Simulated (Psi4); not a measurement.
A dimer, CH2O ··· H3O+ (SMILES C=O and [OH3+]) (charge +1); the first 4 atoms form monomer A.

```
8

C     -0.0058     0.0011     0.0000
O      1.1714    -0.2258    -0.0006
H     -0.7604    -0.8094    -0.0004
H     -0.4052     1.0341     0.0010
O      5.5465     1.5427     0.0015
H      5.9935     1.5080     0.8743
H      4.6366     1.1759     0.0149
H      6.0966     1.1938    -0.7322
```

Question: What interaction energy does SAPT0/jun-cc-pVDZ, frozen core (Psi4) give, and which attractive term is the largest?

Answer: Total -34.07 kJ/mol: electrostatics -30.77, exchange 0.01, induction -3.11, dispersion -0.20. The most attractive term is electrostatics.
